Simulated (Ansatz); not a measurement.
Geometry optimisation, RKS PBE0-D4/STO-3G (Ansatz 0.2.0).

Input:

```yaml
crystal:
  periodic: [false, false, false]
  atoms:
    - { symbol: "N", position_ang: [-1.7011, -0.044, -0.9599] }
    - { symbol: Si, position_ang: [-0.0843, -0.2724, -1.2127] }
    - { symbol: Si, position_ang: [1.2725, 0.2053, 0.6254] }
    - { symbol: F, position_ang: [1.288, 1.7803, 0.9816] }
    - { symbol: S, position_ang: [0.5881, -0.8664, 2.3482] }
    - { symbol: H, position_ang: [-2.102, -0.5585, -0.2113] }
    - { symbol: H, position_ang: [-1.8973, 0.9721, -0.7112] }
    - { symbol: H, position_ang: [0.0839, -1.6828, -1.5841] }
    - { symbol: H, position_ang: [0.3139, 0.5867, -2.3268] }
    - { symbol: H, position_ang: [2.7215, -0.1707, 0.4001] }
    - { symbol: H, position_ang: [-0.4177, -0.0065, 2.6714] }
basis:
  gaussian: { orbitals: STO-3G }
hamiltonian:
  xc: pbe0
  dispersion: d4
relax:
  f_tol: 0.02
  max_steps: 40
scf:
  lower_state_search: "off"
output:
  orbitals: {}
```

Command:

```bash
$ ansatz run input.yaml --threads 1 --pin off --max-ram 2048MiB --backend cpu --events-out ev --progress --plain --runs-dir out
```

Problem. Where does it end, and by what steps?

Solution. It converged. The force dipped under the threshold on the way, but the program's further checks kept it going. Limits of this set-up: minimal basis. After 25 steps the energy has fallen by 0.486 eV; H11 moved furthest, 0.57 Å.

```csv
step,energy less start (eV),largest force component (eV/Å),accepted
0,0.0000,4.479,yes
1,-0.2992,1.673,yes
2,-0.4158,0.769,yes
3,-0.4536,0.340,yes
4,-0.4505,0.525,no
5,-0.4753,0.103,yes
6,-0.4795,0.056,yes
7,-0.4805,0.044,yes
8,-0.4825,0.227,yes
9,-0.4833,0.101,yes
10,-0.4837,0.077,yes
11,-0.4842,0.031,yes
12,-0.4844,0.028,yes
13,-0.4845,0.024,yes
14,-0.4846,0.023,yes
15,-0.4847,0.033,yes
16,-0.4848,0.051,yes
17,-0.4849,0.071,yes
18,-0.4851,0.065,yes
19,-0.4852,0.040,yes
20,-0.4853,0.019,yes
21,-0.4854,0.015,yes
22,-0.4854,0.046,no
23,-0.4855,0.012,yes
24,-0.4855,0.032,no
25,-0.4856,0.012,yes
```

```xyz
11
Properties=species:S:1:pos:R:3
N -1.774 -0.153 -0.863
Si -0.020 -0.164 -1.178
Si 1.340 0.176 0.624
F 1.749 1.771 0.769
S 0.473 -0.500 2.447
H -2.003 -0.844 -0.109
H -2.056 0.767 -0.446
H 0.286 -1.460 -1.741
H 0.226 0.853 -2.176
H 2.576 -0.576 0.491
H -0.730 0.074 2.204
```

Time of the run: 3.4 min on 1 CPU thread of a shared host.
